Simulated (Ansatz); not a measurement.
CH₃Be, doublet, at a GFN2-xTB geometry (such geometries of metal compounds can be far from the true shape) (the spin is typed, not shown lowest); PBE0/pcseg-1 run with Ansatz (a program for electronic structure).

Ansatz was given this input:
Ansatz 0.2 input:
```yaml
crystal:
  periodic: [false, false, false]
  atoms:
    - {symbol: Be, position_ang: [-0.90817674, -0.55777950, -0.75170537]}
    - {symbol: C, position_ang: [0.30312316, 0.18617069, 0.25089754]}
    - {symbol: H, position_ang: [0.87268729, -0.53036653, 0.84575680]}
    - {symbol: H, position_ang: [-0.10734194, 0.89666248, 0.97090187]}
    - {symbol: H, position_ang: [1.04862262, 0.74779794, -0.31522242]}
basis:
  gaussian:
    orbitals: pcseg-1.json
    nuclear_model: gaussian
hamiltonian:
  xc: pbe0
magnetization: {spin_polarized: true, initial_magnetization: 1}
```
The basis file holds pcseg-1 in the JSON format of the Basis Set Exchange.

Task: What does Ansatz print? Leave out banner, timings and long lists.

Result: 
```
Functional definition: PBE0
450 factors; integrals over basis functions are off by at most 4.7e-4 eV
mean field evaluation 1: about -1476.7781 eV, gradient 3.4e1 eV
mean field evaluation 2: about -1472.8821 eV, gradient 4.0e1 eV
mean field evaluation 4: about -1482.8305 eV, gradient 2.0e-1 eV
mean field evaluation 8: about -1482.8218 eV, gradient 1.9e-2 eV
mean field evaluation 16: about -1482.8218 eV, gradient 3.4e-5 eV
mean field -1482.82176424 eV, -54.4926947432 hartree, gradient 3.4e-5 eV, S^2 0.750755; 0 other end points of the search recorded, 0 dependent functions left out
reference -1482.82179118 eV, -54.4926957333 hartree; 7, 6 occupied and 31, 32 virtual orbitals, 450 factors
Total energy: -1482.82179118 eV, -54.4926957333 hartree
```
